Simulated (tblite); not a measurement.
Run record: tight-binding relaxation, `[N@@+]1(C)(C[C@H](C)[CH2][AlH2-]1)CC`.

Computed with GFN2-xTB geometry optimisation, gas phase (tblite 0.8.0). Start geometry: from a force field or distance geometry. The input is one job of a driver script: a line of settings, then coordinates in Å.

Command:
```bash
OMP_NUM_THREADS=1 python probes_run.py task.json out
```

Input:
```
{"job": {"kind": "relax", "xc": "GFN2-xTB", "basis": "xTB"}, "charge": 0, "multiplicity": 1}
C      2.869600     0.751700     0.108200
C      1.860300    -0.212800     0.751800
N      0.665700    -0.499200    -0.059600
C      1.009800    -1.145100    -1.350500
C     -0.163200     0.725500    -0.283100
C     -1.667500     0.380300    -0.486600
C     -2.523000     1.650300    -0.525400
C     -2.124700    -0.565100     0.628300
Al    -0.529700    -1.641600     0.926000
H      3.667800     0.981500     0.836800
H      3.328400     0.300100    -0.789100
H      2.367500     1.707600    -0.164700
H      2.401900    -1.164200     0.990800
H      1.576000     0.215200     1.742800
H      0.102600    -1.478000    -1.894200
H      1.554100    -0.456800    -2.002600
H      1.652900    -2.041500    -1.162600
H      0.200000     1.287100    -1.178400
H     -0.080000     1.421800     0.586900
H     -1.777500    -0.130300    -1.458400
H     -2.442800     2.216500     0.437200
H     -2.197400     2.307400    -1.353600
H     -3.582600     1.385500    -0.673900
H     -2.998900    -1.193700     0.290900
H     -2.372900    -0.019700     1.564300
H     -0.668400    -3.078600     0.249300
H     -0.147900    -1.677800     2.474700
```

Output:
```
step      E/eV     max force
  0    -766.32185    2.700
  1    -766.53507    1.827
  2    -766.70652    0.611
  3    -766.76096    0.529
  4    -766.81922    0.499
  5    -766.84790    0.391
  6    -766.87180    0.341
  7    -766.88935    0.242
  8    -766.90390    0.262
  9    -766.91442    0.282
... (103 lines left out)
113    -766.99459    0.016
114    -766.99462    0.013
115    -766.99465    0.010
116    -766.99468    0.010
117    -766.99471    0.012
118    -766.99475    0.017
119    -766.99478    0.015
120    -766.99480    0.010
121    -766.99482    0.010
122    -766.99484    0.010
```

«max force» is the largest atomic force in eV/Å.

**Question.** From which step on does the largest force stay under 0.1 eV/Å, and how much energy is left to gain from there?

**Answer.** From step 22 (0.084 eV/Å), 30.0 meV above the end.

Main results: energy lowered by 15.5 kcal/mol over 122 steps; largest atomic force 0.010 eV/Å at the end.

**Question.** Where do the atoms end?

**Answer.** 0.287 Å rms from the input after alignment:
```
atom  x, y, z in Å
C1     2.8912    0.6882    0.0031
C2     1.8922   -0.2224    0.7091
N3     0.6358   -0.4643    0.0044
C4     0.8435   -1.1044   -1.2850
C5    -0.1758    0.7448   -0.1217
C6    -1.6073    0.4012   -0.5486
C7    -2.4640    1.6665   -0.5360
C8    -2.1540   -0.6940    0.3863
Al9   -0.5741   -1.7185    1.1177
H10    3.7874    0.7737    0.6119
H11    3.1782    0.2859   -0.9651
H12    2.4834    1.6861   -0.1376
H13    2.3450   -1.2031    0.8891
H14    1.6366    0.1988    1.6853
H15   -0.0781   -1.6131   -1.5738
H16    1.1203   -0.3878   -2.0633
H17    1.6213   -1.8603   -1.1910
H18    0.2756    1.4568   -0.8254
H19   -0.2211    1.2063    0.8695
H20   -1.5846    0.0261   -1.5769
H21   -2.4911    2.0974    0.4631
H22   -2.0678    2.4140   -1.2226
H23   -3.4830    1.4336   -0.8358
H24   -3.0102   -1.1762   -0.1003
H25   -2.5907   -0.1837    1.2637
H26   -0.0822   -3.1115    0.6152
H27   -0.1464   -1.3136    2.5701
```

On an Arm Neoverse V1 with one thread, no GPU, shared host, this took 1.3 s.
Labels such as C1 count atoms from 1, the log's own numbers from 0.
